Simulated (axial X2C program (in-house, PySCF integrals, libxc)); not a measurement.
## Levels of AlI⁺ by electron attachment to AlI²⁺ (EOM-EA-CCSD)

Computed with an in-house all-electron X2C program for linear molecules (integrals from PySCF): two-component X2C with atomic mean-field Coulomb and Gaunt terms, Gaussian nuclei, basis I dyall-acv3z, Al dyall-av3z with contracted cores.

R = 2.542 Å (1.045 times 2.433 Å, the PBE0 minimum at charge 1 for the lowest determinant).

Levels of AlI⁺ obtained by attaching an electron to AlI²⁺:

```json
{"Ω": "1/2", "binding energy (eV)": "15.229", "above lowest (cm⁻¹)": "0", "attached spinor": "30% Al pσ, 28% I pσ, 25% Al sσ", "one-particle weight": "0.94"}
{"Ω": "3/2", "binding energy (eV)": "11.580", "above lowest (cm⁻¹)": "29434", "attached spinor": "79% Al pπ, 11% I dπ", "one-particle weight": "0.81"}
```

This point took 18 s on 1 thread of Arm Neoverse N1, with other jobs on the host.

Reference electrons by ω block (each with its −ω partner): 1/2: 21, 3/2: 9, 5/2: 2. 8 electrons of AlI²⁺ correlated (inner shells frozen), 92 natural virtual spinors (a truncated set); levels can be off by some tenths of an eV. Roots sought by Ω: (1/2: 5, 3/2: 4, 5/2: 2, 7/2: 1); the list ends where they run out and leaves out roots under 60 % one-particle weight. The solver can skip a root, and states that need a further excitation, which the method places far too high, are missing though they may lie low or lowest. T1 of the reference 0.032 (Lee–Taylor). Some roots did not converge and are left out. The reference was not checked to be the lowest state of its species. Number of frozen shells: I 4 s, 3 p, 2 d; Al 2 s, 1 p. Large amplitudes in the reference (orbital relaxation or multireference character) lower the reliability.
